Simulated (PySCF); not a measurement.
From one molecule to another.

First species: 1,2,4-tricyanobenzene, C₉H₃N₃.
SMILES: `N#Cc1c(ccc(c1)C#N)C#N`

Second species: C7H5Cl3O2.
Structure used (GFN2-xTB), in Å, numbered top down from 1:
```xyz
17
C7H5Cl3O2 angstrom
C     -1.0883   -0.0044   -2.1550
C     -0.7767   -0.1890   -0.8740
C      0.5609   -0.1030   -0.4221
C      1.6997   -0.0311   -0.0305
C      3.0219    0.0592    0.5278
O      3.2502    0.0630    1.7089
O      3.9637    0.1408   -0.4171
C     -1.7609   -0.5218    0.2208
Cl    -1.3981   -2.2012    0.7787
Cl    -3.4401   -0.4889   -0.3501
C     -1.6209    0.3900    1.4304
Cl    -1.8320    2.0829    0.9235
H     -0.3217    0.2228   -2.8749
H     -2.1026   -0.0669   -2.5065
H      4.8421    0.1987   -0.0091
H     -2.3812    0.1646    2.1782
H     -0.6230    0.2965    1.8610
```

Levels: PBE0/pcSseg-1 for dipole moment, HOMO energy, LUMO energy and HOMO–LUMO gap; GFN2-xTB for rotational constant A and rotational constant C. Geometries: GFN2-xTB. Each species is one conformer at its optimised geometry, gas phase, non-relativistic unless stated; the electronic structure was computed with PySCF and density fitting.

The conformers computed, where there is a choice (atom-mapped SMILES and torsion angles):
- `[CH2:1]=[C:2]([C:3]#[C:4][C:5](=[O:6])[OH:7])[C:8]([Cl:9])([Cl:10])[CH2:11][Cl:12]`: C1–C2–C8–Cl9 113°, C2–C8–C11–Cl12 58°, H–O7–C5–C4 180°

Values for the first species:

| Property | Result |
| --- | --- |
| Dipole moment | 3.84 D |
| HOMO energy | -8.80 eV |
| LUMO energy | -3.39 eV |
| HOMO–LUMO gap | 5.41 eV |
| Rotational constant A | 1.930 GHz |
| Rotational constant C | 0.481 GHz |

Task: Estimate the same properties for the second species, and the change in each.

Result: 
| property | first | second | second less first |
| --- | --- | --- | --- |
| dipole moment | 3.84 D | 2.04 D | -1.80 D |
| HOMO energy | -8.80 eV | -8.04 eV | +0.76 eV |
| LUMO energy | -3.39 eV | -2.35 eV | +1.04 eV |
| HOMO–LUMO gap | 5.41 eV | 5.69 eV | +0.28 eV |
| rotational constant A | 1.930 GHz | 0.935 GHz | -0.995 GHz |
| rotational constant C | 0.481 GHz | 0.321 GHz | -0.160 GHz |

On the first: In atomic units the dipole is 1.51 e·bohr (1 au = 2.5417 D). A dipole of 3.84 D is allowed in Cs, and pure rotational transitions are dipole-allowed.

On the second: A dipole of 2.04 D is allowed in C1, and pure rotational transitions are dipole-allowed. In atomic units the dipole is 0.80 e·bohr (1 au = 2.5417 D).
